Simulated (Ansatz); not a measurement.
One change: `CC(F)OCCF` becomes `CC(F)OC=N`.

Ansatz, PBE0-D4/def2-TZVP geometries, multiplicity 1. Each molecule was computed in one conformer, which needn't be the lowest.

| property | `CC(F)OCCF` |
| --- | --- |
| size of the dipole moment (B3LYP/def2-TZVPP) / D | 2.18 |
| HOMO–LUMO gap (PBE0/def2-TZVPP) / eV | 9.83 |
| LUMO energy (ωB97M-V/def2-TZVPP) / eV | 2.83 |
| HOMO energy (PBE0/def2-TZVPP) / eV | -8.51 |
| size of the dipole moment (ωB97M-V/def2-TZVPP) / D | 2.17 |
| HOMO–LUMO gap (PBE/def2-TZVPP) / eV | 7.29 |

Q: Give the same properties after the change, and the shifts. (Estimate.)

A: Computed: 
| property | `CC(F)OC=N` | shift |
| --- | --- | --- |
| size of the dipole moment (B3LYP/def2-TZVPP) / D | 2.15 | -0.03 |
| HOMO–LUMO gap (PBE0/def2-TZVPP) / eV | 8.46 | -1.37 |
| LUMO energy (ωB97M-V/def2-TZVPP) / eV | 2.50 | -0.33 |
| HOMO energy (PBE0/def2-TZVPP) / eV | -8.21 | 0.30 |
| size of the dipole moment (ωB97M-V/def2-TZVPP) / D | 2.17 | 0.00 |
| HOMO–LUMO gap (PBE/def2-TZVPP) / eV | 5.75 | -1.54 |

With PBE0 the HOMO rises by 0.30 eV and the LUMO falls by 1.08 eV, so the gap narrows by about 1.38 eV. PBE moves the HOMO by 0.24 eV and ωB97M-V by 0.31 eV. Dipoles are sizes alone; their direction can turn.

B3LYP here is the variant with VWN-RPA as its local correlation; programs differ in this.
